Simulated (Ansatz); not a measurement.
`C[S][Ti]([Cl])([S]C)[S]C`. Total charge 0; spin multiplicity 1. All single points use the PBE0-D4/def2-TZVP geometry. It is one conformer, not always the lowest.

```xyz
17

C     0.596   -0.977    1.715
S    -0.816   -1.485    0.692
Ti   -0.945   -0.064   -1.075
Cl   -1.872   -1.058   -2.801
S     1.144    0.666   -1.481
C     1.830   -0.927   -2.043
S    -2.035    1.818   -0.485
C    -1.668    2.057    1.278
H     1.518   -1.027    1.139
H     0.459    0.036    2.090
H     0.649   -1.666    2.558
H     2.847   -1.010   -1.657
H     1.249   -1.777   -1.679
H     1.849   -0.945   -3.131
H    -2.075    1.232    1.859
H    -2.139    2.991    1.582
H    -0.593    2.136    1.438
```

(1) What is the dipole moment at r2SCAN/def2-TZVPP? (Estimate.)

(2) And with PBE, B3LYP, ωB97M-V? (An estimate is asked.)

(3) Give the Mulliken charges with r2SCAN, PBE, B3LYP in def2-TZVPP. (An estimate is asked.)

Results:

(1) Ansatz gave: 3.69 D, with components (2.48, 0.03, 2.73) D in this frame, pointing from negative to positive charge.

(2) Ansatz gave: PBE 3.53 D, B3LYP 3.56 D, ωB97M-V 3.49 D.

(3) The calculation gave: 
```
atom  r2SCAN    PBE  B3LYP
  C1   -0.11  -0.23  -0.24
  S2   -0.21  -0.18  -0.20
 Ti3    0.40   0.30   0.42
 Cl4   -0.24  -0.21  -0.24
  S5   -0.20  -0.18  -0.19
  C6   -0.13  -0.24  -0.25
  S7   -0.17  -0.14  -0.16
  C8   -0.14  -0.25  -0.26
  H9    0.09   0.12   0.12
 H10    0.08   0.11   0.11
 H11    0.09   0.13   0.13
 H12    0.09   0.12   0.13
 H13    0.08   0.12   0.11
 H14    0.10   0.13   0.14
 H15    0.10   0.13   0.13
 H16    0.10   0.13   0.13
 H17    0.09   0.12   0.12
```

B3LYP here is the variant with VWN-RPA as its local correlation; programs differ in this.
